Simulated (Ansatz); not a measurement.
Mulliken charges of BH5SSi2 (`SB1[SiH2][SiH2]1`) from r2SCAN/def2-TZVPP in Ansatz (PBE0-D4/def2-TZVP geometry).

```
atom   x (Å)   y (Å)   z (Å)  charge (e)
  S1  -1.089   0.998  -2.006      -0.074
  B2  -0.534   0.593  -0.390       0.057
 Si3   1.279   0.675   0.341       0.077
 Si4  -0.342  -1.032   0.673       0.066
  H5  -2.119   0.138  -2.144       0.096
  H6   1.485   1.148   1.732      -0.048
  H7   2.502   0.794  -0.493      -0.063
  H8  -0.538  -0.962   2.141      -0.049
  H9  -0.554  -2.398   0.130      -0.063
```

Problem. By hand: the dipole of these point charges (1 e Å = 4.8032 D).

Solution. Σ q r = (-0.245, 0.050, -0.174) e Å, of length 0.305 e Å = 1.46 D.

Problem. How does the dipole of the full density compare? (Best estimate.)

Solution. Ansatz gave: (-0.101, -0.127, -0.038) e Å, 0.80 D; the point charges give 1.82 times that, at 60° from its direction.

Point charges leave out the atoms' own dipoles, such as those of lone pairs, and Mulliken's split depends on the basis, so the two needn't agree.
